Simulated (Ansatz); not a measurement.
Basis sets compared for Sn3Cl8. Total charge 0; singlet. Geometry r2SCAN-D4/def2-SVP. Ansatz on 4 threads of Arm Neoverse V2 on a shared host; times are rough, and most runs start from earlier orbitals.

Cartesian coordinates in Å:
```
Sn 1.754 -1.586 -0.367
Cl 0.103 -2.905 -1.388
Cl 3.644 -1.587 -1.746
Cl 2.329 -2.594 1.665
Sn 0.623 0.974 0.031
Cl 1.161 2.346 -1.793
Cl 1.584 1.953 1.933
Sn -2.183 0.905 0.343
Cl -3.252 0.722 -1.731
Cl -3.055 2.774 1.450
Cl -2.708 -1.001 1.603
```

In the def2 sets Sn takes a core potential; there is no spin–orbit coupling.

Binding counts from free atoms (Sn triplet, Cl doublet) in the same basis, without a counterpoise term.

| level | functions | energy (Eh) | HOMO (eV) | LUMO (eV) | binding per atom (eV) | wall time |
| --- | --- | --- | --- | --- | --- | --- |
| PBE-D4/def2-SVP | 222 | -4322.2652 | -7.38 | -4.93 | 2.86 | 5.5 s |
| PBE0-D4/def2-SVP | 222 | -4322.5901 | -8.55 | -4.35 | 2.77 | 11 s |

Problem. Estimate the rows for PBE-D4/def2-TZVP, PBE0-D4/def2-TZVP.

Solution. 
```
            level  functions  energy (Eh)  HOMO (eV)  LUMO (eV)  binding per atom (eV)  wall time
 PBE-D4/def2-TZVP        446   -4323.5754      -7.56      -5.09                   2.87       13 s
PBE0-D4/def2-TZVP        446   -4323.8855      -8.65      -4.42                   2.80       38 s
```
